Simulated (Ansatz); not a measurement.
Reaction (SMILES): N[Si](F)(F)F + H+ -> [NH3+][Si](F)(F)F
Geometries: B3LYP-D3(BJ)/def2-TZVP minima from Ansatz (a quantum-chemistry and plane-wave program), one conformer each, not searched for the lowest.

Quantity: proton affinity (electronic energy difference), positive where the reaction releases energy, in kcal/mol. Correlated levels leave the core frozen unless marked. No spin-orbit coupling. No relativistic terms. Basis-set limits of correlation are two-point, X^-3; Hartree-Fock from the larger set.

CCSD(T)/CBS(cc-pV(T+d)Z,cc-pV(Q+d)Z) (Ansatz) gives 193.6 kcal/mol.

Question: Another calculation gave 194.1 kcal/mol. Which level was it?
A) wB97M-V/def2-TZVPD (Ansatz)
B) wB97X-V/def2-TZVPD (Ansatz)
C) SVWN5/def2-TZVPD (Ansatz)

Answer: B, wB97X-V/def2-TZVPD (Ansatz). The others give 191.0 (wB97M-V), 187.1 (SVWN5) kcal/mol.
